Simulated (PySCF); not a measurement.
# Magnetic susceptibility: SMILES CC(C)(C)[O][AlH2], C$_{4}$H$_{11}$AlO

Molfile (atoms numbered from 1):
```
C4H11AlO
     RDKit          3D

 17 16  0  0  0  0  0  0  0  0999 V2000
   -1.2050    0.5026   -1.0326 C   0  0  0  0  0  0  0  0  0  0  0  0
   -0.5804   -0.4799   -0.0430 C   0  0  0  0  0  0  0  0  0  0  0  0
   -1.3411   -0.4546    1.2818 C   0  0  0  0  0  0  0  0  0  0  0  0
   -0.5717   -1.8924   -0.6247 C   0  0  0  0  0  0  0  0  0  0  0  0
    0.7376   -0.0898    0.2018 O   0  0  0  0  0  0  0  0  0  0  0  0
    2.3192    0.3939    0.4683 Al  0  0  0  0  0  3  0  0  0  0  0  0
   -2.2504    0.2393   -1.2536 H   0  0  0  0  0  0  0  0  0  0  0  0
   -0.6403    0.5008   -1.9773 H   0  0  0  0  0  0  0  0  0  0  0  0
   -1.1819    1.5226   -0.6205 H   0  0  0  0  0  0  0  0  0  0  0  0
   -0.8708   -1.1408    2.0023 H   0  0  0  0  0  0  0  0  0  0  0  0
   -1.3257    0.5597    1.7087 H   0  0  0  0  0  0  0  0  0  0  0  0
   -2.3899   -0.7585    1.1460 H   0  0  0  0  0  0  0  0  0  0  0  0
   -1.5929   -2.2488   -0.8279 H   0  0  0  0  0  0  0  0  0  0  0  0
   -0.0044   -1.9111   -1.5677 H   0  0  0  0  0  0  0  0  0  0  0  0
   -0.0921   -2.5896    0.0785 H   0  0  0  0  0  0  0  0  0  0  0  0
    2.6782    1.9345    0.3571 H   0  0  0  0  0  0  0  0  0  0  0  0
    3.4036   -0.7058    0.8251 H   0  0  0  0  0  0  0  0  0  0  0  0
  1  2  1  0
  2  3  1  0
  2  4  1  0
  2  5  1  0
  5  6  1  0
  1  7  1  0
  1  8  1  0
  1  9  1  0
  3 10  1  0
  3 11  1  0
  3 12  1  0
  4 13  1  0
  4 14  1  0
  4 15  1  0
  6 16  1  0
  6 17  1  0
M  END
```

Method: GIAO CAM-B3LYP/pcSseg-1 magnetisability, rotational g tensor and spin-rotation constants, non-relativistic, gas phase in PySCF. Geometry: PBE0-D3(BJ)/def2-SVP.

(1) What are the magnetisability and the molar susceptibility?

(2) Split it along the inertial axes a, b, c into diamagnetic and paramagnetic parts about the centre of mass, with the quadrupole moment.

(3) And the rotational g tensor?

## Answers

(1) Isotropic -1155 × 10⁻³⁰ J/T², or -69.6 × 10⁻⁶ cm³/mol; principal values -1190, -1148, -1127 × 10⁻³⁰ J/T², anisotropy 56 × 10⁻³⁰ J/T² (root of half the summed squared differences of the principal values). The susceptibility is in cgs units.

(2) 
| axis | χ (10⁻⁶ cm³/mol) | diamagnetic (10⁻⁶ cm³/mol) | paramagnetic (10⁻⁶ cm³/mol) | summed x² of all electrons (Å²) | quadrupole Θ (D Å) |
| --- | --- | --- | --- | --- | --- |
| a | -69.1 | -408.3 | 339.2 | 154.5 | -1.62 |
| b | -71.7 | -848.5 | 776.8 | 50.8 | -4.03 |
| c | -67.9 | -870.9 | 803.0 | 45.5 | +5.64 |

Anisotropies 2χaa − χbb − χcc = +1.4 and 2χbb − χaa − χcc = -6.4 × 10⁻⁶ cm³/mol. Θ is traceless in Buckingham's convention.

(3) 
```csv
axis,rotational constant (GHz),g,nuclear part,electronic part
a,4.4080,-0.0296,0.6727,-0.7023
b,1.6438,-0.0080,0.5919,-0.5999
c,1.6227,-0.0151,0.5970,-0.6121
```
Asymmetric top; isotopes 27Al, 12C, 1H, 16O; no vibrational averaging.
